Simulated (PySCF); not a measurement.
**A composite method against measured constants**

PySCF. The composite is CCSD(T) extrapolated to the basis-set limit from two correlation-consistent sets, with core-valence (CV) and scalar-relativistic (SR) terms as its label shows; it has no spin–orbit coupling and nothing beyond (T). Measured values: Huber and Herzberg, Constants of Diatomic Molecules (1979).

```tsv
molecule	composite	Re computed (Å)	Re measured (Å)	ωe computed (cm⁻¹)	ωe measured (cm⁻¹)
CsCl	CCSD(T)/CBS(DT)+CV	2.9255	2.906272	211.9	214.17
PbO	CCSD(T)/CBS(DT)+CV	1.9210	1.921813	739.2	721.0
BeO	CCSD(T)/CBS(TQ)+CV+SR	1.3318	1.3309	1486.6	1487.32
TlBr	CCSD(T)/CBS(DT)+CV	2.6375	2.618191	191.6	192.1
TlF	CCSD(T)/CBS(DT)+CV	2.0935	2.084438	469.8	477.3
PN	CCSD(T)/CBS(TQ)+CV+SR	1.4900	1.490866	1351.4	1337.24
Cl2	CCSD(T)/CBS(TQ)+CV+SR	1.9873	1.9879	563.8	559.72
SO	CCSD(T)/CBS(TQ)+CV+SR	1.4816	1.481087	1160.5	1149.22
```

Question: Give the mean absolute errors, and the molecules missed most.

Answer: Re 6.4 mÅ, most for TlBr (+19.3 mÅ); ωe 7.3 cm⁻¹, most for PbO (+18.2 cm⁻¹).

The molecules are drawn from runs that passed checks on state, spin purity and fit, so the hardest cases are missing and the errors look smaller than over all diatomics.

Correlated steps freeze the inner cores (2 to 28 orbitals); shallow outer-core shells are correlated. These are scalar-relativistic numbers at best; spin–orbit coupling would shift them, the dissociation energy most. The CCSD T1 diagnostic is raised in BeO, PbO, a sign that a single reference may not be enough there. States were picked by a PBE0 search and need not be the measured ground states.
